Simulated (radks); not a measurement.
Q: Sr37+, configuration 1s1. Method: Dirac Kohn-Sham, Wu-Cohen GGA, spin-unpolarised, spherical densities, finite nucleus; Fermi nuclear charge, rms radius 4.224 fm; computed with a radial shooting solver on a logarithmic mesh with Libxc functionals. Some entries of the table are withheld. Estimate them.

orbital,occ.,eigenvalue (hartree),<1/r> (bohr^-1)
1s1/2,1,-724.3660,39.48
2s1/2,0,(1),9.887
2p1/2,0,(2),(3)
2p3/2,0,(4),(5)

A: 
(1) 2s1/2 eigenvalue (hartree): -178.9568
(2) 2p1/2 eigenvalue (hartree): -178.0941
(3) 2p1/2 <1/r> (bohr^-1): 9.862
(4) 2p3/2 eigenvalue (hartree): -174.5866
(5) 2p3/2 <1/r> (bohr^-1): 9.477
